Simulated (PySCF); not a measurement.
How good is the calculation?

Mapped SMILES: `[OH:1][CH2:2][c:3]1[cH:4][cH:5][cH:6][cH:7][n:8]1`. Each H is labelled by its parent atom.

Published estimates (parent shift plus substituent increments) and measurements: δ 1H H(C7) 8.45; H(C5) 7.65; H(C4) 7.39; H(C6) 7.17 ppm (estimated from measurements, as parent shift plus tabulated substituent increment; solution, not stated per compound (mostly CDCl3 or CCl4); Pretsch, Buehlmann, Badertscher, Structure Determination of Organic Compounds, 4th ed. (2009)).

PySCF calculation with σ from GIAO-PBE0/pcSseg-1 and structure optimised with GFN2-xTB; non-relativistic Hamiltonian, one averaged value for each set of equivalent atoms, one conformer, no solvent model.

**Question.** What does the calculation give, and how does it compare?

**Answer.** 
Reference values: estimated from measurements, as parent shift plus tabulated substituent increment (solution, not stated per compound (mostly CDCl3 or CCl4); Pretsch, Buehlmann, Badertscher, Structure Determination of Organic Compounds, 4th ed. (2009)).
```
atoms  quantity  reference  computed  computed, scaled
H(C7)      δ 1H       8.45      8.87              8.45
H(C5)      δ 1H       7.65      7.97              7.61
H(C4)      δ 1H       7.39      7.34              7.01
H(C6)      δ 1H       7.17      7.37              7.04
```

Computed shifts are σ(ref) − σ with the named reference compound (TMS for H and C) calculated as an isolated molecule at the same level. The measured values may be among those fitted. Expected solution values come from regression of measured δ (H and C: mostly CDCl3, vs TMS) on computed σ: 1H (scatter 0.17 ppm rms, 0.18 ppm with the 4 outliers that the fit left out). Occasional misses reach two or three times the rms, and more in compound classes unlike the fitted ones. H not on carbon is unscaled (vs computed TMS).

**Question.** How far are the unscaled 1H shifts from the references?

**Answer.** Mean signed difference +0.22 ppm, mean absolute 0.25 ppm over 4 comparisons; the largest is +0.42 ppm at H(C7) (hydrogen on an aromatic CH next to a ring nitrogen).
